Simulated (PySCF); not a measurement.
## Molecular orbitals of SI

CAM-B3LYP at R = 2.338 Å; basis S cc-pV(D+d)Z, I cc-pVDZ-PP with ECP28; scalar-relativistic core potentials; PySCF 2.14. State: ²Π (doublet), unpaired electrons π ↑. Only the outer orbitals are listed, counted within each symmetry, core potentials removing the inner ones.

| spin | orbital | occ. | ε (eV) | on S (%) | main shells (%) |
| --- | --- | --- | --- | --- | --- |
| α | 7σ | 1 | -23.54 | 48 | 49 I s, 44 S s |
| α | 8σ | 1 | -19.90 | 51 | 50 S s, 46 I s |
| α | 9σ | 1 | -11.88 | 51 | 46 I p, 45 S p |
| α | 4π | 1 | -11.33 | 60 | 60 S p, 39 I p |
| α | 4π | 1 | -10.62 | 43 | 56 I p, 43 S p |
| α | 5π | 1 | -8.89 | 39 | 61 I p, 39 S p |
| α | 5π | 1 | -8.15 | 56 | 56 S p, 44 I p |
| α | 10σ | 0 | -1.32 | 46 | 49 I p, 46 S p |
| α | 11σ | 0 | 8.66 | 22 | 34 I s, 28 I d, 19 S d |
| α | 12σ | 0 | 9.92 | 10 | 49 I s, 40 I p |
| β | 7σ | 1 | -23.08 | 37 | 60 I s, 32 S s |
| β | 8σ | 1 | -19.05 | 59 | 59 S s, 36 I s |
| β | 9σ | 1 | -11.61 | 50 | 47 I p, 44 S p |
| β | 4π | 1 | -10.47 | 38 | 61 I p, 38 S p |
| β | 4π | 1 | -9.91 | 17 | 82 I p, 17 S p |
| β | 5π | 1 | -7.92 | 61 | 61 S p, 38 I p |
| β | 5π | 0 | -3.26 | 81 | 81 S p, 17 I p |
| β | 10σ | 0 | -1.08 | 48 | 47 S p, 47 I p |
| β | 11σ | 0 | 8.80 | 19 | 39 I s, 26 I d, 17 S d |

Question: Which are the highest filled and the lowest empty level, where do they sit, and how wide is the gap?

Answer: Highest filled β 5π at -7.92 eV (in %: 61 S p, 38 I p); lowest empty β 5π at -3.26 eV (in %: 81 S p, 17 I p); the gap at CAM-B3LYP is 4.66 eV. Both belong to one degenerate shell, split only by its one-sided filling, so this is no excitation gap.

```json
{
  "bond order (Mayer)": "1.32",
  "⟨S²⟩": "0.754",
  "charge on S (Mulliken, basis-dependent)": "-0.11",
  "charge on S (Löwdin, basis-dependent)": "-0.14",
  "dipole moment (positive dipole means S(−)I(+))": "1.02 D",
  "polarisability along the bond": "66.5 bohr³",
  "polarisability across the bond": "22.4 bohr³"
}
```

Spin–orbit coupling is left out. The state is the lowest determinant that a PBE0 search found; another state may lie lower at other levels.
